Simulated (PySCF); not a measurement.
# What a mistake does to a calculation on B2CH4N

All numbers below are calculated, not measured. They come from PySCF 2.14.0, an open-source quantum chemistry program, on an isolated molecule that a program drew, which may never have been made. The molecule is B2CH4N (charge 0, doublet), drawn as the SMILES string `[CH2]BB=N`.

Each row is a Hartree-Fock (HF) and frozen-core CCSD(T) single point in the cc-pVDZ basis, meant for a local HF minimum. Run 1 is clean. Each other run has one planted mistake out of seven kinds, and not every kind appears here: one electron removed, one electron added, multiplicity raised by two, geometry at a saddle point, minimal basis STO-3G, one bond length entered in bohr, all coordinates scaled. The reference is restricted for singlets and unrestricted otherwise, and also for a bond in bohr. Adding or removing an electron swaps singlet and doublet. Electrons count all cores. HOMO and LUMO are orbital energies over both spins, the gradient is its largest component, and the lowest frequency (negative if imaginary) is given only where the gradient is small. Bond lengths are over the 7 bonds as drawn. T1 is the CCSD diagnostic: over 0.02 (restricted) or 0.045 (unrestricted) a single reference is doubtful.

Geometry of the clean run:
```xyz
8
B2CH4N, angstrom
C     1.7906    1.7584   -0.9967
B     1.4132    1.8196    0.4917
B     0.0120    1.0713    1.0927
N    -1.0052    0.5269    1.5238
H     1.1926    1.2412   -1.7409
H     2.6843    2.2333   -1.3904
H     2.1310    2.4136    1.2485
H    -1.8159    0.0958    1.8799
```

| run | electrons | basis functions | <S^2> | HOMO (eV) | LUMO (eV) | gradient (hartree/bohr) | lowest frequency (cm^-1) | mean bond (Å) | longest bond (Å) | T1 | HF (hartree) | CCSD(T) (hartree) | mistake |
|---|---|---|---|---|---|---|---|---|---|---|---|---|---|
| 1 | 27 | 76 | 0.758 | -10.86 | 0.51 | 1.3e-05 | 174 | 1.2605 | 1.698 | 0.0175 | -143.98756 | -144.47650 | no fault |
| 2 | 27 | 76 | 0.759 | -10.73 | 0.48 | 4.6e-02 | - | 1.3097 | 1.765 | 0.0193 | -143.97566 | -144.47341 | all coordinates scaled |
| 3 | 27 | 76 | 1.398 | -9.41 | 0.05 | 1.7e-02 | - | 1.4131 | 2.268 | 0.0665 | -143.86645 | -144.35873 | ? |
| 4 | 26 | 76 | 0.000 | -15.67 | -8.27 | 8.4e-02 | - | 1.2605 | 1.698 | 0.0511 | -143.63518 | -144.11327 | ? |

**Which mistake was planted in run 3, and what did it cost?**

The mean bond changes by a factor of 1.121 and the longest by 1.336, so the molecule wasn't scaled as a whole. A length L in bohr read as angstrom grows by (1/0.5292 - 1) L = 0.890 L. The 7 bonds together grew by 7 x 0.1526 = 1.068 Å, which gives L = 1.201 Å. That is bond B2-H7, 1.200 Å in the clean geometry. So the mistake is: one bond length entered in bohr. Subtracting run 1 and multiplying by 627.51 kcal/mol a hartree, the energy moved by 76.0 kcal/mol in HF and 73.9 kcal/mol in CCSD(T).

**Which mistake was planted in run 4, and what did it cost?**

It counts 26 electrons, one fewer than the clean run, at the same geometry and basis. So the mistake is: one electron removed. Subtracting run 1 and multiplying by 627.51 kcal/mol a hartree, the energy moved by 221.1 kcal/mol in HF and 227.9 kcal/mol in CCSD(T).

Cautions from the logs. Run 3: T1 is over the limit, so its CCSD(T) energy is less reliable; run 4: T1 is over the limit, so its CCSD(T) energy is less reliable.
